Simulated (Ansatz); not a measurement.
Species: C₆H₁₁ (charge -1, singlet). It need not be the lowest isomer of its formula. Whether it binds its extra electron was not tested at this geometry. 
Coordinates optimised at B3LYP-D3(BJ)/def2-TZVP (Ansatz, a program for electronic structure):
```
C
H 1 1.1095
H 1 1.1096 2 104.78
C 1 1.5163 2 111.30 3 -120.49
C 4 1.3447 1 115.47 2 58.50
H 5 1.0966 4 119.79 1 179.99
C 5 1.5283 6 113.02 4 -180.00
H 7 1.0974 5 111.89 6 0.25
H 7 1.0999 8 107.04 5 -123.57
H 7 1.0999 8 107.03 9 -112.86
C 1 1.5317 2 107.44 3 114.05
H 11 1.0951 1 108.18 2 66.99
H 11 1.0951 12 105.49 1 -115.59
C 11 1.5295 12 110.19 13 -118.91
H 14 1.0950 11 111.02 12 178.63
H 14 1.0950 15 106.97 11 -121.27
H 14 1.0957 15 107.71 16 -115.55
```
Charge -1, spin multiplicity 1.

Total electronic energies in hartree. Cores are frozen in the correlated levels unless marked. Spin-orbit coupling is left out. No relativistic terms. Basis-set limits of correlation are two-point, X^-3; Hartree-Fock from the larger set. The bracket is a focal-point correction in the basis named.

| level | program | energy (Eh) |
|---|---|---|
| HF/6-31G* | Ansatz | -233.47848 |
| HF/cc-pVDZ | Ansatz | -233.50715 |
| HF/aug-cc-pVQZ | Ansatz | -233.59800 |
| PBE-D4/def2-TZVPD | Ansatz + dftd4 | -234.94819 |
| BLYP/def2-TZVPD | Ansatz | -235.13373 |
| r2SCAN/def2-TZVPD | Ansatz | -235.11466 |
| B3LYP-D4/def2-TZVPD | Ansatz + dftd4 | -235.30345 |
| PBE0/6-31G* | Ansatz | ___ |
| PBE0-D4/def2-TZVP | Ansatz + dftd4 | -234.97610 |
| B2GP-PLYP/def2-TZVPD | Ansatz | ___ |
| PBE-QIDH/def2-TZVPD | Ansatz | -234.92659 |
| MP2/STO-3G | Ansatz | -230.87680 |
| MP2/aug-cc-pVTZ | Ansatz | -234.65221 |
| MP2/cc-pwCVTZ | Ansatz | -234.63801 |
| RI-MP2/cc-pVTZ | Ansatz | -234.62321 |
| RI-MP2/cc-pVQZ | Ansatz | -234.70663 |
| SCS-MP2/cc-pVDZ | Ansatz | -234.35976 |
| SCS-MP2/cc-pVTZ | Ansatz | -234.62713 |
| CCSD/STO-3G | Ansatz | -230.97170 |
| CCSD/cc-pwCVTZ | Ansatz | -234.69360 |
| CCSD(T)/6-31G* | Ansatz | -234.36105 |
| CCSD(T)/cc-pwCVTZ | Ansatz | -234.74373 |
| RI-MP2/CBS(aug-cc-pVTZ,aug-cc-pVQZ)+[CCSD(T)-MP2]/aug-cc-pVTZ | Ansatz | -234.8657 |

### Question
What belongs in the gaps?

### Answer

- PBE0/6-31G*, energy (Eh): -234.85911
- B2GP-PLYP/def2-TZVPD, energy (Eh): -234.98109
